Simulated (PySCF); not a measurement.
1,1-difluorobut-2-yne (C4H4F2), SMILES FC(C#CC)F.

Coordinates come from a r2SCAN-D4/def2-SVP optimisation.

The numbers are results of r2SCAN-D4/def2-SVP in PySCF 2.14.0, not measurements.

Harmonic, unscaled wavenumbers; measured fundamentals usually lie a few per cent lower.

A small imaginary wavenumber (i) marks a very flat motion, where grid noise or a shallow saddle decides the sign.

Computed vibrational spectrum:
```
mode  ν (cm⁻¹)  IR (km/mol)  Raman (Å⁴/amu)  depolarisation  moving atoms (share of kinetic energy)
----  --------  -----------  --------------  --------------  --------------------------------------
1          17i          0.1             0.0               –                                  H 94 %
2          110          1.8             2.5            0.75                  F 47 %, C 43 %, H 11 %
3          139          3.7             2.4            0.74                  C 67 %, F 17 %, H 15 %
4          327          3.6             5.9            0.75                  C 65 %, H 18 %, F 17 %
5          342          4.9             8.1            0.73                  C 70 %, H 17 %, F 13 %
6          448          4.1             4.5            0.66                          C 48 %, F 47 %
7          552          1.3             3.6            0.75                          C 69 %, F 28 %
8          605          3.5             3.9            0.31                          F 65 %, C 29 %
9          842         59.4             1.3            0.45                          C 81 %, H 16 %
10        1023          6.5             0.8            0.73                          H 67 %, C 33 %
11        1026          4.8             0.7            0.72                          H 68 %, C 32 %
12        1086        127.4            10.0            0.20                          C 62 %, F 32 %
13        1092        229.6             3.3            0.75                          C 61 %, F 33 %
14        1198         70.6             2.5            0.20                          C 63 %, H 33 %
15        1364         17.1             9.1            0.75                          H 87 %, C 11 %
16        1381         14.4            48.4            0.47                          H 78 %, C 22 %
17        1389        155.5             4.0            0.66                          H 58 %, C 41 %
18        1439         10.7            17.8            0.75                                  H 97 %
19        1440         10.7            17.8            0.75                                  H 97 %
20        2357         95.0           213.8            0.29                                 C 100 %
21        3033         10.8           275.9            0.03                                  H 97 %
22        3048         45.0           150.2            0.23                                  H 92 %
23        3129          1.2           108.7            0.75                           H 91 %, C 9 %
24        3130          1.0           107.0            0.75                           H 91 %, C 9 %
```
